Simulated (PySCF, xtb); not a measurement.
H4Pb, SMILES [PbH4].

Harmonic wavenumbers (cm⁻¹) from GFN2-xTB (xtb 6.7.1) at its own minimum, in rising order: 692, 692, 692, 766, 766, 1563, 1852, 1852, 1853.

Question: What does PySCF 2.14.0 with PBE0-D3(BJ)/def2-TZVPD give at its own minimum? (The exact figures need the calculation; the answer reports its results.)

Answer: 613, 613, 613, 691, 691, 1865, 1884, 1884, 1884. Paired by order, the mean absolute difference is 87 cm⁻¹ and the zero-point energies are 15.3 and 15.3 kcal/mol.
